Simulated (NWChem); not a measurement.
System: GaHSF₂; SMILES [F][Ga]([F])[SH]

```xyz
5

Ga     0.0284     0.3254     0.0000
F     -1.3281     1.4112     0.0000
F      1.5981     1.0785     0.0000
S     -0.1960    -1.8325     0.0000
H      1.1454    -2.0095     0.0000
```
Atoms are numbered in this order, from 1.

Level: PBE0/def2-SVP (NWChem), optimised geometry, unscaled harmonic frequencies. 

Q: List the harmonic frequencies with IR intensities, and the thermochemistry.

A: 
| frequency (cm⁻¹) | IR intensity (km/mol) |
|---|---|
| 128 | 9.3 |
| 176 | 30.6 |
| 193 | 33.9 |
| 262 | 22.3 |
| 425 | 17.4 |
| 707 | 53.4 |
| 728 | 37.1 |
| 755 | 63.0 |
| 2711 | 3.9 |

```
Item                                                                                Value
-----------------------------------------------------------------------  ----------------
zero-point energy                                                            8.7 kcal/mol
thermal correction to the enthalpy at 298.15 K (with zero-point energy)     12.9 kcal/mol
heat capacity Cv                                                         17.1 cal/(mol K)
entropy at 298.15 K and 1 atm (symmetry number 1)                        78.3 cal/(mol K)
dipole moment                                                                      2.18 D
```

Rigid rotor and harmonic oscillator.
